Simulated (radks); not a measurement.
The numbers below are computed, except where a source is named.
Ionisation of neutral mercury, [Hg], to Hg+, [Xe] 4f14 5d10 6s1, under several functionals. Scalar-relativistic Kohn-Sham, spin-polarised, spherical densities, finite nucleus; open shells are filled with parallel spins first (spin-orbit coupling, left out, can overturn this in heavy ions); a radial shooting solver on a logarithmic mesh with Libxc functionals.

| functional | E(Hg) (hartree) | Exc (hartree) | IE (eV) | -e(HOMO) (eV) | <r> HOMO (bohr) | IE error (eV) |
|---|---|---|---|---|---|---|
| SCAN | -19620.9674 | -371.7788 | 10.637 | 7.339 | 2.655 | +0.199 |
| OLYP | -19624.8454 | -377.3859 | 10.145 | 6.506 | 2.713 | -0.293 |
| exchange-only PBE | -19613.0984 | -365.3020 | 9.682 | 6.063 | 2.761 | -0.755 |
| PW91 | -19619.8069 | -372.0837 | 10.556 | 6.886 | 2.695 | +0.118 |
| LDA (Slater exchange, Perdew-Wang correlation) | -19607.2572 | -359.5648 | 10.861 | 7.122 | 2.679 | +0.423 |
| LDA (Slater exchange, Perdew-Zunger correlation) | -19607.2650 | -359.5725 | 10.879 | 7.129 | 2.679 | +0.442 |
| PBE | -19617.9745 | -370.2511 | 10.474 | 6.811 | 2.698 | +0.037 |
| AM05 | -19607.6923 | -360.0135 | 10.462 | 6.810 | 2.683 | +0.024 |

NIST Atomic Spectra Database: 10.438 eV (measured). Closest: AM05. The Delta-SCF values span 1.20 eV, the total energies 17.59 hartree. The highest occupied level is 6s.
